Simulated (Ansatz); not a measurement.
Input for Ansatz (a quantum-chemistry and plane-wave program): U-CCSD(T)/def2-TZVPP on GaS+, 2S+1 = 3, a spin state set in the input, which need not be the lowest, a point of a bond scan (R = 2.269 Å). Charge +1.

Ansatz 0.2 input:
```yaml
crystal:
  periodic: [false, false, false]
  atoms:
    - {symbol: S, position_ang: [0.00000000, 0.00000000, 0.00000000]}
    - {symbol: Ga, position_ang: [0.00000000, 0.00000000, 2.26881800]}
basis:
  gaussian:
    orbitals: def2-TZVPP
total_charge: 1
magnetization: {spin_polarized: true, initial_magnetization: 2}
correlation: {method: ccsd_t, electrons: valence}
output: {orbitals: {seedname: ./end}}
```

It printed:

```
WARN ansatz: RAYON_NUM_THREADS=2 ignored (pool sized by the plan → 2); use --threads N
Functional definition: HF
integrals: 0.13 GiB planned
562 factors; integrals over basis functions are off by at most 1.1e-3 eV
mean field: 0.25 GiB planned
mean field evaluation 1: about -63142.1337 eV, gradient 1.7e1 eV
mean field evaluation 2: about -63142.1437 eV, gradient 1.7e1 eV
mean field evaluation 4: about -63144.4182 eV, gradient 2.4e0 eV
mean field evaluation 8: about -63144.5054 eV, gradient 1.4e-1 eV
mean field evaluation 16: about -63144.0073 eV, gradient 9.0e0 eV
mean field evaluation 32: about -63143.9227 eV, gradient 1.4e0 eV
mean field evaluation 64: about -63143.9499 eV, gradient 6.4e-4 eV
mean field evaluation 96: about -63143.9499 eV, gradient 6.5e-4 eV
mean field evaluation 128: about -63140.0919 eV, gradient 2.7e-1 eV
mean field evaluation 160: about -63144.5021 eV, gradient 4.4e-1 eV
mean field evaluation 192: about -63140.9886 eV, gradient 1.9e-1 eV
mean field evaluation 224: about -63139.8996 eV, gradient 8.5e0 eV
mean field evaluation 256: about -63139.9692 eV, gradient 8.2e0 eV
mean field evaluation 288: about -63139.4608 eV, gradient 1.8e-2 eV
mean field evaluation 320: about -63140.0318 eV, gradient 8.5e-5 eV
mean field -63144.50589834 eV, -2320.5177908807 hartree, gradient 2.8e-6 eV, S^2 2.052261; 9 other end points of the search recorded, 0 dependent functions left out
determinant -63144.50589834 eV, -2320.5177908807 hartree, with singles and doubles -63153.31492327 eV, -2320.8415165760 hartree
determinant -63143.94988486 eV, -2320.4973577623 hartree, with singles and doubles -63152.70487320 eV, -2320.8190976495 hartree
determinant -63141.04709053 eV, -2320.3906820381 hartree, with singles and doubles -63149.72697609 eV, -2320.7096619488 hartree
14 core orbitals not correlated
reference -63144.50589834 eV, -2320.5177908807 hartree; 10, 8 occupied and 66, 68 virtual orbitals, 562 factors
second order -8.25140100 eV of doubles, -0.00000000 eV of singles
coupled cluster: 0.34 GiB planned
cycle   1  -8.76870229 eV  change   -3.3e-1 eV  update   2.5e-2
cycle   2  -8.80196163 eV  change   -3.3e-2 eV  update   6.2e-3
cycle   3  -8.80224042 eV  change   -2.8e-4 eV  update   3.0e-3
cycle   4  -8.80584321 eV  change   -3.6e-3 eV  update   1.1e-3
cycle   5  -8.80567219 eV  change    1.7e-4 eV  update   5.6e-4
cycle   6  -8.80594845 eV  change   -2.8e-4 eV  update   1.9e-4
cycle   7  -8.80600961 eV  change   -6.1e-5 eV  update   8.2e-5
cycle   8  -8.80597547 eV  change    3.4e-5 eV  update   4.1e-5
cycle   9  -8.80598990 eV  change   -1.4e-5 eV  update   1.9e-5
perturbative correction -0.41411793 eV, -0.0152185531 hartree
Total energy: -63153.72600616 eV, -2320.8566235935 hartree
```

Self-consistency was reached.

Cost: about 16 core-seconds (a rough figure).
